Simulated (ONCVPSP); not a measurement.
## Building the ONCV potential for Ta (PBE, scalar-relativistic).

tantalum (Ta), optimised norm-conserving Vanderbilt (ONCV), made with ONCVPSP 4.0.1 (PBE, scalar-relativistic). Core [Xe], reference 4f14 5d3 6s2. Waves: 6s: rc 2.05 bohr, ncon 4, nbas 7, qcut 3.1 1/bohr, 2 projectors, debl 2.4 Ha; p scattering state at 0.1 Ha: rc 2.70 bohr, ncon 4, nbas 7, qcut 3.5 1/bohr, 2 projectors, debl 2.4 Ha; 5d: rc 2.90 bohr, ncon 4, nbas 9, qcut 4.8 1/bohr, 1 projector; 4f: rc 1.15 bohr, ncon 4, nbas 9, qcut 16.3 1/bohr, 2 projectors, debl 2.1 Ha. Local part: polynomial inside 0.90 bohr (lpopt 3, dvloc0 -1 Ha). Core correction: none.

All-electron outer shells of the reference configuration (PBE, scalar-relativistic, ld1.x):

```
shell  level (eV)  outermost node (bohr)  outermost maximum (bohr)
   5p      -39.40                   0.58                      1.13
   4f      -24.70                      –                      0.44
   6s       -5.44                   1.32                      2.78
   5d       -3.59                   0.65                      1.58
```

(1) Does this generation succeed?

## Answers

(1) No. ONCVPSP 4.0.1 stopped with "optimize: ERROR ps0norm > uunorm, code will stop": the continuity conditions at rc already need more norm inside rc than the all-electron wave has, so norm conservation cannot be met. It happened in the s channel.
